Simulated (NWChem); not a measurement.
Everything below was run with NWChem. System: MgO, charge 0, spin multiplicity 1, displaced from the optimised geometry. The structure started from a generated list of species. Level: CR-CCSD(T)/cc-pVDZ, 6 core orbitals frozen, spin-restricted.

The NWChem input:

```
start mol
memory heap 100 mb stack 700 mb global 1900 mb
geometry units angstroms nocenter noautoz noautosym
  Mg     0.000000     0.000000     0.699045
  O      0.000000     0.000000    -1.223329
end
basis spherical
  * library cc-pvdz
end
scf
  rhf
  nopen 0
  maxiter 100
  thresh 1e-7
  semidirect memsize 60000000 filesize 0
end
tce
  freeze core 6
  cr-ccsd(t)
  2eorb
  2emet 13
  thresh 1e-6
  maxiter 100
  tilesize 24
end
task tce energy
```

Output (cleaned and shortened):

```
             Northwest Computational Chemistry Package (NWChem) 7.3.0
             --------------------------------------------------------

                                NWChem Input Module
                                -------------------

 Scaling coordinates for geometry "geometry" by  1.889725989
 (inverse scale =  0.529177249)

                             Geometry "geometry" -> ""
                             -------------------------

 Output coordinates in angstroms (scale by  1.889725989 to convert to a.u.)

  No.       Tag          Charge          X              Y              Z
 ---- ---------------- ---------- -------------- -------------- --------------
    1 Mg                  12.0000     0.00000000     0.00000000     0.69904500
    2 O                    8.0000     0.00000000     0.00000000    -1.22332900

 Effective nuclear repulsion energy (a.u.)      26.4261875701

            Nuclear Dipole moment (a.u.)
            ----------------------------
        X                 Y               Z
 ---------------- ---------------- ----------------
     0.0000000000     0.0000000000    -2.6420107868


 Summary of "ao basis" -> "" (spherical)
 ------------------------------------------------------------------------------
       Tag                 Description            Shells   Functions and Types
 ---------------- ------------------------------  ------  ---------------------
 *                          cc-pvdz                   on all atoms

 Summary of "ao basis" -> "ao basis" (spherical)
 ------------------------------------------------------------------------------
       Tag                 Description            Shells   Functions and Types
 ---------------- ------------------------------  ------  ---------------------
 Mg                         cc-pvdz                  8       18   4s3p1d
 O                          cc-pvdz                  6       14   3s2p1d

                                 NWChem SCF Module
                                 -----------------

  ao basis        = "ao basis"
  functions       =    32
  atoms           =     2
[...]
   Perturbative correction : Completely renormalized (T)
            Max iterations :      100
        Residual threshold : 0.10D-05
     T(0) DIIS level shift : 0.00D+00
     L(0) DIIS level shift : 0.00D+00
     T(1) DIIS level shift : 0.00D+00
     L(1) DIIS level shift : 0.00D+00
     T(R) DIIS level shift : 0.00D+00
     T(I) DIIS level shift : 0.00D+00
   CC-T/L Amplitude update :  5-th order DIIS
                I/O scheme : Global Array Library
        L-threshold :  0.10D-05
        EOM-threshold :  0.10D-05
 no EOMCCSD initial starts read in
 TCE RESTART OPTIONS
 SLICE:      F
 D4D5:       F
 quantumc:   F
 qrotation:  F
 pwtce:      F
 qducc:      F
 nacto:                         0
 nrotv:                         0
 nrot:                          0

            Memory Information
            ------------------
          Available GA space size is     249035776 doubles
          Available MA space size is     104854788 doubles

 Maximum block size supplied by input
 Maximum block size        24 doubles

 tile_dim =     22

 -------------------------------------------------

 Global array virtual files algorithm will be used

 Parallel file system coherency ......... OK

 4-electron integrals stored in orbital form

 v2    file size   =           294000
 4-index algorithm nr.  13 is used
 imaxsize =       30
 imaxsize ichop =        0


CCSD iterations
 ---------------------------------------------------------
 Iter          Residuum       Correlation     Cpu    Wall
 ---------------------------------------------------------
    1   0.1559351738316  -0.2562750893236     0.0     0.0
    2   0.0601726220365  -0.2413483801334     0.0     0.0
    3   0.0271712469218  -0.2577410843184     0.0     0.0
    4   0.0242376720635  -0.2550067719600     0.0     0.0
    5   0.0124432859197  -0.2602009985022     0.0     0.0
    6   0.0051576197002  -0.2613323165339     0.0     0.0
    7   0.0024388775351  -0.2609968917643     0.0     0.0
    8   0.0012075617238  -0.2611826331522     0.0     0.0
    9   0.0012839989850  -0.2610550884849     0.0     0.0
   10   0.0007745839098  -0.2612570063646     0.0     0.0
   11   0.0002061909222  -0.2612437999770     0.0     0.0
   12   0.0001921995632  -0.2612286238860     0.0     0.0
   13   0.0000817766352  -0.2612480866179     0.0     0.0
   14   0.0000966836517  -0.2612455461187     0.0     0.0
   15   0.0000481588539  -0.2612526521752     0.0     0.0
   16   0.0000165936668  -0.2612604833365     0.0     0.0
   17   0.0000079065136  -0.2612577683007     0.0     0.0
   18   0.0000060642366  -0.2612584633487     0.0     0.0
   19   0.0000048460947  -0.2612573558674     0.0     0.0
   20   0.0000040122753  -0.2612580740216     0.0     0.0
   21   0.0000010985593  -0.2612575064258     0.0     0.0
   22   0.0000010997232  -0.2612575418973     0.0     0.0
   23   0.0000005036780  -0.2612575679663     0.0     0.0
 -----------------------------------------------------------------
 Iterations converged
 CCSD correlation energy / hartree =        -0.261257567966306
 CCSD total energy / hartree       =      -274.595100280490271

 Singles contributions
    12a   (alpha) ---     8a   (alpha)        0.1080547358
    13a   (alpha) ---     9a   (alpha)        0.1080547358

 Doubles contributions
    11a   (alpha)    11a   (beta ) ---    10a   (alpha)    10a   (beta )       -0.3100642633
 CR-CCSD(T)

 CR-CCSD[T]  correction energy / hartree =        -0.016686521712291
 CR-CCSD[T] correlation energy / hartree =        -0.277944089678598
 CR-CCSD[T] total energy / hartree       =      -274.611786802202573
 CR-CCSD(T)  correction energy / hartree =        -0.011795898570998
 CR-CCSD(T) correlation energy / hartree =        -0.273053466537305
 CR-CCSD(T) total energy / hartree       =      -274.606896179061266

 Task  times  cpu:        1.2s     wall:        1.2s

 Total times  cpu:        1.2s     wall:        1.2s
```
